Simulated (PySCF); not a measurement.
# Working with the constants of TiH

PBE0 constants of TiH, quartet, unpaired electrons σ ↑, π ↑, δ ↑, a mixture of terms (⟨Lz²⟩ = 4.9) (Ti def2-TZVP, H def2-TZVP; no relativity (PySCF 2.14); masses 47.9479 and 1.0078 u):

```
ωe   : 1572.6 cm⁻¹
ωexe : 23.1 cm⁻¹
Be   : 5.5387 cm⁻¹
αe   : 0.132 cm⁻¹
```

(1) What force constant and bond length do these constants imply?

(2) Estimate the centrifugal constant D from the Kratzer relation and find the Dunham coefficient a1.

De is left out where the level can put another filling of the metal’s s and d shells below the measured ground configuration, by anything from nothing to about 1 eV. The state is the lowest single determinant that the PBE0 search found; with open d or f shells the true ground state can be another one.

Answers

(1) Reduced mass μred = 0.98708 u; k = 5.8918×10⁻⁷·μred·ωe² (u, cm⁻¹, mdyn/Å) = 1.44 mdyn/Å; Re = √(16.8576/(μred·Be)) (u, cm⁻¹, Å) = 1.756 Å.

(2) D = 4Be³/ωe² = 0.000275 cm⁻¹; a1 = −1 − αeωe/(6Be²) = -2.13.
